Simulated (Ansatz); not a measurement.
Wavefunction ladder for CHBF2O (`O=CB(F)F`)

```json
{"atom": "O1", "x (Å)": "1.547", "y (Å)": "-0.378", "z (Å)": "-0.808"}
{"atom": "C2", "x (Å)": "0.368", "y (Å)": "-0.470", "z (Å)": "-0.580"}
{"atom": "B3", "x (Å)": "-0.349", "y (Å)": "0.435", "z (Å)": "0.539"}
{"atom": "F4", "x (Å)": "0.328", "y (Å)": "1.307", "z (Å)": "1.237"}
{"atom": "F5", "x (Å)": "-1.637", "y (Å)": "0.300", "z (Å)": "0.759"}
{"atom": "H6", "x (Å)": "-0.257", "y (Å)": "-1.195", "z (Å)": "-1.148"}
```

Charge 0, multiplicity 1. The structure was optimised at the PBE0-D4/def2-TZVP level. It is one conformer, not always the lowest. Frozen core, restricted reference, the Gaussian-basis code of Ansatz. CBS rows extrapolate triple and quadruple zeta; past MP2 they add the triple-zeta difference.

```
     basis     HF (Eh)  MP2 corr.  CCSD corr.       (T)  CCSD(T) total
  def2-SVP  -336.71175   -0.74850    -0.76626  -0.01860     -337.49661
def2-TZVPP  -337.12816   -0.96420    -0.97342  -0.03472     -338.13630
def2-QZVPP  -337.14324   -1.04718           –         –              –
 CBS(def2)  -337.14532   -1.10865    -1.11786     as TZ     -338.29790
```
